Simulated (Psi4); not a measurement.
CH$_{5}$N$_{2}$ (SMILES NC=[NH2+]), charge +1, singlet, geometry from GFN2-xTB. Base run: TPSS/def2-SVP run with Psi4.

Input for Psi4:
```
memory 2 GB

molecule mol {
1 1
N     1.147973    0.200189    0.037003
C     0.000007   -0.404009    0.153975
N    -1.147979    0.124745   -0.160841
H     1.219546    1.147517   -0.316976
H     2.011570   -0.256763    0.296387
H     0.000026   -1.419647    0.541054
H    -1.219587    1.067368   -0.527158
H    -2.011559   -0.388961   -0.050290
}

set {
  basis def2-svp
  reference rks
}

energy('tpss')
print_variables()
```

Variants of this job, named by their change:

| change | ΔE vs base (mEh) | SCF cycles | grid points | basis functions |
|---|---|---|---|---|
| base | 0.000 | 8 | 172662 | 67 |
| scf_type = cd | -0.100 | 8 | 172662 | 67 |
| scf_type = disk_df | 0.000 | 8 | 172662 | 67 |
| guess = modhuckel | 0.000 | 9 | 172662 | 67 |
| dft_pruning_scheme = treutler | 0.021 | 8 | 95556 | 67 |
| cholesky_tolerance = 1e-3 (with scf_type cd) | … | 9 | 172662 | 67 |
| e_convergence = 1e-4 | 0.000 | 8 | 172662 | 67 |
| dft_radial_scheme = becke | 0.000 | 8 | 152281 | 67 |
| guess = gwh | 0.000 | 10 | 172662 | 67 |
| puream = true | 0.000 | 8 | 172662 | 67 |
| dft_nuclear_scheme = stratmann | -0.003 | 8 | 159808 | 67 |
| df_basis_scf = def2-universal-jkfit | 0.000 | 8 | 172662 | 67 |
| dft_radial_points = 50 | 0.014 | 8 | 116826 | 67 |

Task: Complete the blanks.

Result: 
- cholesky_tolerance = 1e-3 (with scf_type cd), ΔE vs base (mEh): -1.496
